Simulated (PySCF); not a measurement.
Relaxation of singlet SrBr₂

Computed with PBE0 in PySCF with Sr def2-TZVP with ECP28, Br def2-TZVP; scalar-relativistic core potentials, no spin–orbit coupling; density-fitted integrals. A (50,194) grid was used.

A hand-made linear start, of D∞h symmetry, held to at least that symmetry:

Coordinates in bohr (charge 0 multiplicity 1):
```
Sr    0.0000    0.0000    0.0000
Br    0.0000    0.0000    5.6503
Br    0.0000    0.0000   -5.6503
```

Optimiser trace:
```json
{"step": "0", "E − E(last) (kJ/mol)": "27.34", "largest gradient (Eh/bohr)": "0.02273"}
{"step": "1", "E − E(last) (kJ/mol)": "10.71", "largest gradient (Eh/bohr)": "0.01586"}
{"step": "2", "E − E(last) (kJ/mol)": "0.74", "largest gradient (Eh/bohr)": "0.00472"}
{"step": "3", "E − E(last) (kJ/mol)": "0.01", "largest gradient (Eh/bohr)": "0.00081"}
{"step": "4", "E − E(last) (kJ/mol)": "0.00", "largest gradient (Eh/bohr)": "0.00004"}
```

It ends at D∞h with Sr–Br 2.775 Å (×2); Br–Sr–Br 180.0° (after a last refinement on a finer grid). A frequency run shows 2 imaginary modes (one degenerate set), down to 19i cm⁻¹, so it is a higher-order saddle point. Other isomers or separated fragments may lie lower.

The relaxation took of the order of 30 core-seconds on a shared host.
